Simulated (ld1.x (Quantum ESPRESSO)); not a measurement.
**Building the TM potential for iron (PBEsol, scalar-relativistic).**

ld1.x (Quantum ESPRESSO) 7.5 was run on this input:

```
&input
   title='Fe', zed=26., rel=1, dft='PBESOL', iswitch=3,
   config='[Ar] 3d6 4s2 4p0',
   nld=3, rlderiv=2.45, eminld=-6.0, emaxld=5.0, deld=0.02
 /
 &inputp
   pseudotype=2, tm=.true., lloc=0,
   nlcc=.true.,
   file_pseudopw='Fe.UPF', file_wfcaegen='ae.wfc', file_wfcncgen='nc.wfc', file_beta='beta', file_chi='chi'
 /
3
3P  2  1   6.00   0.00  0.85  0.85  0.0
3D  3  2   6.00   0.00  0.85  0.85  0.0
4S  1  0   2.00   0.00  2.25  2.25  0.0
 &test
   configts(1)='3p6 3d6 4s2 4p0'
 /
```

Command:

```bash
ld1.x < Fe.in > Fe.out
```

The program printed (shortened: banner, matrices, multipoles, cross overlaps and the repeated all-electron block are left out):

```
Program LD1 v.7.5
     --------------------------- All-electron run ----------------------------

     Fe
     scalar relativistic calculation

     atomic number is 26.00
     dft =PBESOL   lsd =0 sic =0 latt =0  beta=0.20 tr2=1.0E-14
     Exchange-correlation= PBESOL
                           (   1   4  10   8   0   0   0)
     mesh =1191 r(mesh) = 101.18024 a.u. xmin = -7.00 dx = 0.01250
     1 Ry =  13.60569312 eV, c = 137.03599908

     n l     nl                  e(Ry)          e(Ha)          e(eV)
     1 0     1S 1( 2.00)      -513.8799      -256.9400     -6991.6928
     2 0     2S 1( 2.00)       -60.1837       -30.0918      -818.8409
     2 1     2P 1( 6.00)       -51.3016       -25.6508      -697.9943
     3 0     3S 1( 2.00)        -6.8917        -3.4458       -93.7661
     3 1     3P 1( 6.00)        -4.4043        -2.2022       -59.9241
     3 2     3D 1( 6.00)        -0.5534        -0.2767        -7.5291
     4 0     4S 1( 2.00)        -0.3903        -0.1952        -5.3104
     4 1     4P 1( 0.00)        -0.0955        -0.0477        -1.2992

     final scf error:  3.2E-15 reached in  33 iterations

     Etot =   -2542.526533 Ry,   -1271.263267 Ha,  -34592.835771 eV

     Ekin =    2572.635545 Ry,    1286.317773 Ha,   35002.489744 eV
     Encl =   -6082.404145 Ry,   -3041.202072 Ha,  -82755.324243 eV
     Eh   =    1075.906622 Ry,     537.953311 Ha,   14638.455326 eV
     Exc  =    -108.664556 Ry,     -54.332278 Ha,   -1478.456598 eV

     normalization and overlap integrals

     s(1S/1S) =  1.000000  <r> =   0.0585  <r2> =    0.0046  r(max) =   0.0385
     s(2S/2S) =  1.000000  <r> =   0.2672  <r2> =    0.0843  r(max) =   0.2213
     s(2P/2P) =  1.000000  <r> =   0.2357  <r2> =    0.0683  r(max) =   0.1790
     s(3S/3S) =  1.000000  <r> =   0.8113  <r2> =    0.7603  r(max) =   0.6990
     s(3P/3P) =  1.000000  <r> =   0.8582  <r2> =    0.8698  r(max) =   0.7167
     s(3D/3D) =  1.000000  <r> =   1.1413  <r2> =    1.7660  r(max) =   0.7078
     s(4S/4S) =  1.000000  <r> =   2.9755  <r2> =   10.3099  r(max) =   2.4095
     s(4P/4P) =  1.000000  <r> =   4.4149  <r2> =   23.5862  r(max) =   3.2933

     ------------------------ End of All-electron run ------------------------

     --------------------- Generating NC pseudopotential ---------------------

      Generating local pot.: lloc=0, matching radius rcloc =   2.2500

      Computing core charge for nlcc:

       r > 0.40 : true rho core
       r < 0.40 : rho core = a sin(br)/r    a=  42.89  b=   6.50

      Integrated core pseudo-charge :   5.40

      Wfc   3P  rcut= 0.854  Using Troullier-Martins method

      Wfc   3D  rcut= 0.854  Using Troullier-Martins method

     ------------------- End of pseudopotential generation -------------------

     Computing logarithmic derivative in   2.45511
     Computing logarithmic derivative in   2.45511
     Computing the partial wave expansion
       no projector for channel:   0
     R is outside the sphere for l=    1 j= 0.00
     R is outside the sphere for l=    2 j= 0.00

     ---------------------- Testing the pseudopotential ----------------------

     Fe
     scalar relativistic calculation

     atomic number is 26.00   valence charge is 14.00
     dft =PBESOL   lsd =0 sic =0 latt =0  beta=0.20 tr2=1.0E-14
     mesh =1191 r(mesh) = 101.18024 xmin = -7.00 dx = 0.01250

     n l     nl             e AE (Ry)        e PS (Ry)    De AE-PS (Ry)
     2 1     3P   1( 6.00)       -4.40434       -4.40446        0.00012
     3 2     3D   1( 6.00)       -0.55338       -0.55332       -0.00006
     1 0     4S   1( 2.00)       -0.39031       -0.39031        0.00000
     3 1     4P   1( 0.00)       -0.09549       -0.05905       -0.03644  !

     eps = 4.5E-15  iter = 10

     Etot =   -2542.526533 Ry,   -1271.263267 Ha,  -34592.835771 eV
     Etotps =  -193.136430 Ry,     -96.568215 Ha,   -2627.754997 eV

     Ekin =     127.058907 Ry,      63.529453 Ha,    1728.724493 eV
     Encl =    -258.524844 Ry,    -129.262422 Ha,   -3517.409692 eV
     Ehrt =     153.436523 Ry,      76.718261 Ha,    2087.610240 eV
     Ecxc =     -38.555825 Ry,     -19.277913 Ha,    -524.578728 eV
     (Ecc =     -13.886139 Ry,      -6.943070 Ha,    -188.930551 eV)
     Epseu=    -176.551190 Ry,     -88.275595 Ha,   -2402.101309 eV

     ---------------------- End of pseudopotential test ----------------------
```

Generation and configuration tests took about 2.2 s on one core of a shared server CPU.

Transferability test of the new file with ld1.x, input:

```
&input
   title='Fe', zed=26., rel=1, dft='PBESOL', iswitch=2,
   config='[Ar] 3d6 4s2 4p0'
 /
 &test
   file_pseudo='Fe.UPF', nconf=8,
   configts(1)='3p6 3d6 4s2 4p0',
   configts(2)='3p6 3d6 4s1 4p0',
   configts(3)='3p6 3d6 4s0 4p0',
   configts(4)='3p6 3d5 4s0 4p0',
   configts(5)='3p6 3d6 4s0 4p1',
   configts(6)='3p6 3d4 4s0 4p0',
   configts(7)='3p6 3d7 4s0 4p0',
   configts(8)='3p5 3d6 4s2 4p0'
 /
```

```bash
ld1.x < Fe.test.in > Fe.test.out
```

Pseudopotential blocks of its output, shortened (energy terms left out; the distinct warnings before each block abridged to one line each):

```
     ---------------------- Testing the pseudopotential ----------------------

     n l     nl             e AE (Ry)        e PS (Ry)    De AE-PS (Ry)
     2 1     3P   1( 6.00)       -4.40434       -4.40446        0.00012
     3 2     3D   1( 6.00)       -0.55338       -0.55332       -0.00006
     1 0     4S   1( 2.00)       -0.39031       -0.39031        0.00000
     3 1     4P   1( 0.00)       -0.09549       -0.05905       -0.03644  !

     eps = 5.1E-15  iter = 10

     Etot =   -2542.526533 Ry,   -1271.263267 Ha,  -34592.835771 eV
     Etotps =  -193.136430 Ry,     -96.568215 Ha,   -2627.754996 eV

     ---------------------- End of pseudopotential test ----------------------

          ---------------------- Testing the pseudopotential ----------------------

     n l     nl             e AE (Ry)        e PS (Ry)    De AE-PS (Ry)
     2 1     3P   1( 6.00)       -5.03237       -5.02617       -0.00620  !
     3 2     3D   1( 6.00)       -1.17477       -1.17010       -0.00468
     1 0     4S   1( 1.00)       -0.90596       -0.90733        0.00137
     3 1     4P   1( 0.00)       -0.53612       -0.45960       -0.07652  !

     eps = 1.2E-15  iter = 10

     Etot =   -2541.883795 Ry,   -1270.941898 Ha,  -34584.090870 eV
     Etotps =  -192.493100 Ry,     -96.246550 Ha,   -2619.002046 eV
     dEtot_ae =       0.642738 Ry
     dEtot_ps =       0.643330 Ry,   Delta E=      -0.000592 Ry

     ---------------------- End of pseudopotential test ----------------------

          Warning: n=2, l=1 expected 0 nodes, found 1
     ---------------------- Testing the pseudopotential ----------------------

     n l     nl             e AE (Ry)        e PS (Ry)    De AE-PS (Ry)
     2 1     3P   1( 6.00)       -5.75858       -5.74608       -0.01250  !
     3 2     3D   1( 6.00)       -1.88776       -1.87875       -0.00901  !
     1 0     4S   1( 0.00)       -1.46946       -1.47521        0.00575  !
     3 1     4P   1( 0.00)       -1.03466       -0.91485       -0.11981  !

     eps = 1.4E-15  iter = 11

     Etot =   -2540.699320 Ry,   -1270.349660 Ha,  -34567.975261 eV
     Etotps =  -191.305324 Ry,     -95.652662 Ha,   -2602.841537 eV
     dEtot_ae =       1.827214 Ry
     dEtot_ps =       1.831105 Ry,   Delta E=      -0.003892 Ry

     ---------------------- End of pseudopotential test ----------------------

          ---------------------- Testing the pseudopotential ----------------------

     n l     nl             e AE (Ry)        e PS (Ry)    De AE-PS (Ry)
     2 1     3P   1( 6.00)       -7.11442       -7.16550        0.05109  !
     3 2     3D   1( 5.00)       -3.17346       -3.21483        0.04137  !
     1 0     4S   1( 0.00)       -2.27969       -2.28659        0.00690  !
     3 1     4P   1( 0.00)       -1.75335       -1.54143       -0.21192  !

     eps = 1.5E-17  iter =  9

     Etot =   -2538.186606 Ry,   -1269.093303 Ha,  -34533.788044 eV
     Etotps =  -188.778193 Ry,     -94.389096 Ha,   -2568.458156 eV
     dEtot_ae =       4.339928 Ry
     dEtot_ps =       4.358237 Ry,   Delta E=      -0.018309 Ry

     ---------------------- End of pseudopotential test ----------------------

          ---------------------- Testing the pseudopotential ----------------------

     n l     nl             e AE (Ry)        e PS (Ry)    De AE-PS (Ry)
     2 1     3P   1( 6.00)       -5.14151       -5.19855        0.05704  !
     3 2     3D   1( 6.00)       -1.27821       -1.33440        0.05619  !
     1 0     4S   1( 0.00)       -0.96948       -1.00979        0.04031  !
     3 1     4P   1( 1.00)       -0.59325       -0.54333       -0.04992  !

     eps = 7.7E-15  iter = 19

     Etot =   -2541.510683 Ry,   -1270.755342 Ha,  -34579.014423 eV
     Etotps =  -192.035925 Ry,     -96.017963 Ha,   -2612.781867 eV
     dEtot_ae =       1.015850 Ry
     dEtot_ps =       1.100505 Ry,   Delta E=      -0.084654 Ry

     ---------------------- End of pseudopotential test ----------------------

          Warning: n=3, l=2 expected 0 nodes, found 1
     ---------------------- Testing the pseudopotential ----------------------

     n l     nl             e AE (Ry)        e PS (Ry)    De AE-PS (Ry)
     2 1     3P   1( 6.00)       -8.65631       -8.78308        0.12677  !
     3 2     3D   1( 4.00)       -4.65504       -4.75549        0.10045  !
     1 0     4S   1( 0.00)       -3.19327       -3.21217        0.01890  !
     3 1     4P   1( 0.00)       -2.58439       -2.25300       -0.33139  !

     eps = 4.3E-15  iter =  7

     Etot =   -2534.287505 Ry,   -1267.143752 Ha,  -34480.738072 eV
     Etotps =  -184.807690 Ry,     -92.403845 Ha,   -2514.436723 eV
     dEtot_ae =       8.239029 Ry
     dEtot_ps =       8.328739 Ry,   Delta E=      -0.089711 Ry

     ---------------------- End of pseudopotential test ----------------------

          ---------------------- Testing the pseudopotential ----------------------

     n l     nl             e AE (Ry)        e PS (Ry)    De AE-PS (Ry)
     2 1     3P   1( 6.00)       -4.64562       -4.60751       -0.03811  !
     3 2     3D   1( 7.00)       -0.84291       -0.81709       -0.02583  !
     1 0     4S   1( 0.00)       -0.78389       -0.79615        0.01226  !
     3 1     4P   1( 0.00)       -0.44991       -0.39842       -0.05150  !

     eps = 1.3E-15  iter = 10

     Etot =   -2542.041982 Ry,   -1271.020991 Ha,  -34586.243109 eV
     Etotps =  -192.627045 Ry,     -96.313522 Ha,   -2620.824458 eV
     dEtot_ae =       0.484552 Ry
     dEtot_ps =       0.509385 Ry,   Delta E=      -0.024833 Ry

     ---------------------- End of pseudopotential test ----------------------

          ---------------------- Testing the pseudopotential ----------------------

     n l     nl             e AE (Ry)        e PS (Ry)    De AE-PS (Ry)
     2 1     3P   1( 5.00)       -5.57404       -5.63812        0.06408  !
     3 2     3D   1( 6.00)       -1.64488       -1.70112        0.05624  !
     1 0     4S   1( 2.00)       -1.04346       -1.03785       -0.00561  !
     3 1     4P   1( 0.00)       -0.62811       -0.51896       -0.10915  !

     eps = 8.6E-15  iter = 12

     Etot =   -2537.560710 Ry,   -1268.780355 Ha,  -34525.272295 eV
     Etotps =  -188.139068 Ry,     -94.069534 Ha,   -2559.762430 eV
     dEtot_ae =       4.965824 Ry
     dEtot_ps =       4.997361 Ry,   Delta E=      -0.031538 Ry

     ---------------------- End of pseudopotential test ----------------------
```
